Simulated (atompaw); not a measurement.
# LDA (PW92) PAW (atompaw) dataset for tungsten (W), non-relativistic all-electron reference.

tungsten, PAW, made with atompaw 4.2.0.5 (LDA (PW92), non-relativistic). Core [Kr] 4d10 4f14 5s2, reference 5p6 5d4 6s2 6p0. Waves: 6s (bound): rc 2.52 bohr; 6s channel at 3.55 Ry: rc 2.52 bohr; 5p (bound): rc 1.30 bohr; 6p (bound, empty): rc 2.52 bohr; 5d (bound): rc 2.02 bohr; 5d channel at 3.6 Ry: rc 2.52 bohr. Local part: vpsmatchnc scheme with l = 3 at 0 Ry, radius 2.26 bohr. Core correction: smooth core density matched at 2.06 bohr. Augmentation charge: sinc compensation charge, radius 2.06 bohr; PAW radius 2.52 bohr; waves and projectors: custom rrkj vanderbiltortho.

All-electron outer shells of the reference configuration (LDA (PW92), non-relativistic, ld1.x):

| shell | level (eV) | outermost node (bohr) | outermost maximum (bohr) |
| --- | --- | --- | --- |
| 5s | -65.19 | 0.58 | 1.05 |
| 4f | -42.20 | – | 0.42 |
| 5p | -40.93 | 0.59 | 1.13 |
| 5d | -6.00 | 0.63 | 1.47 |
| 6s | -4.94 | 1.40 | 2.92 |
| 6p | -1.60 | 1.59 | 3.84 |

(1) Estimate the cutoffs (Ry, on a coarse ladder) from which the occupation-weighted sum of valence levels, in a spherical-Bessel basis at the reference potential, stays within 10 and 1 mRy of its value at 400 Ry.

(2) Does the potential have ghost states?

(3) Is the overlap operator S = 1 + Σ q|β⟩⟨β| positive definite (Bessel basis up to 400 Ry)?

(4) Which valence shell sets the plane-wave cutoff?

Answers

(1) 40 Ry and 90 Ry.

(2) Ghost state, extra bound levels that the all-electron valence spectrum of the same l lacks: s at -94.6 eV. A true bound ghost makes a file unfit for plane-wave use.

(3) Yes: its lowest eigenvalue is 0.50 (p channel).

(4) 5p: its level needs 45 Ry to come within 1 mRy, against 25 Ry for 5d.
